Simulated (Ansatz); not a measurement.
C3H9BSi, SMILES `CC1([SiH3])BC1`. The species carries charge 0 and has multiplicity 1.

Z-matrix (Å, degrees):
```
C
C 1 1.519
H 1 1.094 2 111.3
H 1 1.093 2 111.4 3 119.8
H 1 1.095 2 111.3 3 -119.6
Si 2 1.858 1 115.3 3 -179.4
B 2 1.518 1 121.8 3 -31.8
C 2 1.553 1 119.6 3 38.5
H 6 1.488 2 110.6 1 54.8
H 6 1.490 2 109.9 1 175.0
H 6 1.491 2 110.7 1 -65.6
H 7 1.185 2 148.4 1 -65.2
H 8 1.090 2 116.7 1 -4.1
H 8 1.087 2 118.7 1 135.2
```

Task: Give the diagnostics of a CCSD(T)/def2-TZVPP run (frozen core, Ansatz 0.2.0). (Estimate.)

Result: Ansatz gave: T1 = 0.0110, largest single amplitude 0.019, largest double 0.018, (T) share of the correlation energy 3.9 %, 10 CCSD cycles. The RHF solution is stable towards an unrestricted one. T1 lies under the customary mark of 0.02 for closed shells.
